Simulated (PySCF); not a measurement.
## Ionisation energy of Os⁵⁸⁺ by level of theory

Os⁵⁸⁺ [Ar] (1S) → Os⁵⁹⁺ [Ne] 3s2 3p5 (2P), as a difference of total energies. Calculation: PySCF 2.14, in an uncontracted even-tempered set (17 s from 16 bohr⁻², ratio 2.5; 12 p from 20 bohr⁻², ratio 2.5; 4 d from 84 bohr⁻², ratio 2.7; 4 f from 130 bohr⁻², ratio 2.7); the spin-free X2C one-electron Hamiltonian (Gaussian nucleus). Correlated levels: outer shells: 1s2 frozen; virtual orbitals above 40 to 60 times the deepest correlated orbital energy dropped. The calculations carry no spin-orbit coupling.

```tsv
method	ionisation energy (eV)
UHF	6241.6
LDA	6241.8
PBE	6242.7
PBE0	6243.0
r2SCAN	6244.2
B3LYP	6243.2
M06-L	6243.7
MP2 (outer shells)	6242.7
SCS-MP2 (outer shells)	6242.5
```

A first-order spin-orbit estimate (lowest level to lowest level, LS coupling) adds -121.6 eV.

Breit and QED terms and the two-electron picture change are absent.

For comparison: 6115 ± 6 eV (theoretical estimate listed by NIST; NIST Atomic Spectra Database, ionization energies).
